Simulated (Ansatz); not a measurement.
Correlation energies of CH8BNSi2 by basis set

```xyz
13

B     0.695   -0.199   -1.180
C    -0.232    0.700   -0.345
N    -0.012    1.964   -0.047
Si   -1.328   -0.474    0.675
Si    0.800   -1.394    0.504
H     1.616    0.248   -1.811
H     0.034   -1.099   -1.681
H    -0.556    2.466    0.636
H     0.751    2.464   -0.483
H    -2.441   -1.013   -0.145
H    -1.878    0.174    1.901
H     1.586   -0.985    1.705
H     0.963   -2.852    0.271
```

The species carries charge 0 and has multiplicity 1. The bonds changed during the relaxation, so this is another structure than the one it started from. Geometry: relaxed with PBE0-D4/def2-TZVP. It is one conformer, not always the lowest. Frozen core, restricted reference, Ansatz. CBS rows extrapolate triple and quadruple zeta; past MP2 they add the triple-zeta difference.

| basis | HF (Eh) | MP2 corr. | CCSD corr. | (T) | CCSD(T) total |
| --- | --- | --- | --- | --- | --- |
| def2-TZVPP | -699.52800 | -0.73806 | -0.79588 | -0.03683 | -700.36071 |
| def2-QZVPP | -699.55105 | -0.78774 | – | – | – |
| CBS(def2) | -699.55422 | -0.82453 | -0.88235 | as TZ | -700.47340 |
